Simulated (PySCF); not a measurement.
Atoms are numbered as in `[F:1][C@H:2]1[C:3]23[C@H:4]([F:5])[C:6]12[C@H:7]3[F:8]`; H(Xn) means a hydrogen on atom n.

Geometry: PBE0-D3(BJ)/def2-SVP; GIAO shifts from PySCF 2.14.0 with density-fitted response routines, gas phase, non-relativistic, averaged over equivalent atoms.

At CAM-B3LYP/pcSseg-1 (151 basis functions, 18 s wall time on 1 thread of an Arm Neoverse V1, shared host):
```csv
atoms,δ (ppm)
F1/F5/F8,-209.7
C2/C4/C7,106.6
C3/C6,9.1
H(C2)/H(C4)/H(C7),5.06
```

δ = σ(ref) − σ, references computed at the same level: $^{19}$F (189.10 ppm) vs CFCl3; $^{13}$C (182.45 ppm) and $^{1}$H (31.33 ppm) against TMS.

What do these become at PBE0/IGLO-III?

## Answers


```json
{"atoms": "F1/F5/F8", "δ at PBE0/IGLO-III": "-217.6", "change": "-7.9"}
{"atoms": "C2/C4/C7", "δ at PBE0/IGLO-III": "105.5", "change": "-1.1"}
{"atoms": "C3/C6", "δ at PBE0/IGLO-III": "11.0", "change": "+1.9"}
{"atoms": "H(C2)/H(C4)/H(C7)", "δ at PBE0/IGLO-III": "5.13", "change": "+0.07"}
```

Chemical shifts δ = σref − σ; $^{19}$F (σ = 174.63 ppm) against CFCl3; TMS for $^{13}$C (σ = 183.78 ppm), $^{1}$H (σ = 31.37 ppm), all at this level.

The largest change is at F1/F5/F8 (fluorine on an sp3 carbon). Cost: 310 basis functions, 42 s wall time on 1 thread of an Arm Neoverse V1, shared host.

Unscaled 19F shifts against computed CFCl3 carry errors that often reach 10 to 50 ppm.
